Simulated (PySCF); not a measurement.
Excitation energy of B by level of theory

B [He] 2s2 2p1 (2P) → B [He] 2s2 3s1 (2S), as a difference of total energies. All numbers are calculated (PySCF 2.14, the spin-free X2C one-electron Hamiltonian (Gaussian nucleus), in dyall-acv3z). Correlated levels: valence: 1s2 frozen; virtual orbitals above 40 to 60 times the deepest correlated orbital energy dropped. The calculations carry no spin-orbit coupling.

| method | excitation energy (eV) | error (eV) |
| --- | --- | --- |
| UHF | 4.977 | +0.014 |
| MP2 (valence) | 5.054 | +0.091 |
| SCS-MP2 (valence) | 5.037 | +0.074 |
| CCSD (valence) | 4.908 | -0.055 |
| CCSD(T) (valence) | 4.926 | -0.037 |

Reference: 4.963 eV (measured; NIST levels, between the centres of gravity of the two terms).

Errors of the correlated levels include the incompleteness of this basis and the frozen core.
